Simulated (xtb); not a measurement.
CH6CdGeO, SMILES [GeH3][Cd][O]C. All values are semi-empirical tight-binding results from xtb (GFN2-xTB unless named), good for trends rather than for accurate numbers. Geometry: GFN2-xTB. The values are those of a single conformer.

For metal compounds this method's bond lengths and energies can be far off.

Computed properties:
```
Property                                      Result
-------------------------------------  -------------
orbital gap                                  3.33 eV
zero-point energy                      37.5 kcal/mol
G − E(el) at 298.15 K (modified RRHO)  15.1 kcal/mol
```
